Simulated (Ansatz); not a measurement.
carbon tetrabromide (CBr₄), singlet, at a GFN2-xTB geometry; R2SCAN/6-311G** in Ansatz (an electronic-structure program).

Ansatz was given this input:
Ansatz 0.2 input:
```yaml
crystal:
  periodic: [false, false, false]
  atoms:
    - {symbol: Br, position_ang: [1.88985705, -0.40657397, -0.16942869]}
    - {symbol: C, position_ang: [-0.00000000, 0.00000000, 0.00000000]}
    - {symbol: Br, position_ang: [-0.29724605, 1.87434458, -0.40502511]}
    - {symbol: Br, position_ang: [-0.58108731, -0.36980271, 1.81415315]}
    - {symbol: Br, position_ang: [-1.01152370, -1.09796790, -1.23969935]}
basis:
  gaussian:
    orbitals: 6-311G__.json
hamiltonian:
  xc: r2scan
```
The basis file holds 6-311G** in the JSON format of the Basis Set Exchange.

What the program printed (banner, timings and long lists left out):

```
Functional definition: r2SCAN
1774 factors; their error is unknown
mean field evaluation 1: about -281214.9752 eV, gradient 1.4e1 eV
mean field evaluation 2: about -281214.2601 eV, gradient 2.2e1 eV
mean field evaluation 4: about -281215.2637 eV, gradient 4.1e-1 eV
mean field evaluation 8: about -281215.2245 eV, gradient 1.5e-1 eV
mean field -281215.22455580 eV, -10334.4688879004 hartree, gradient 4.9e-5 eV, S^2 0.000000; 0 other end points of the search recorded, 0 dependent functions left out
reference -281215.22456470 eV, -10334.4688882274 hartree; 73, 73 occupied and 121, 121 virtual orbitals, 1774 factors
Total energy: -281215.22456470 eV, -10334.4688882274 hartree
```
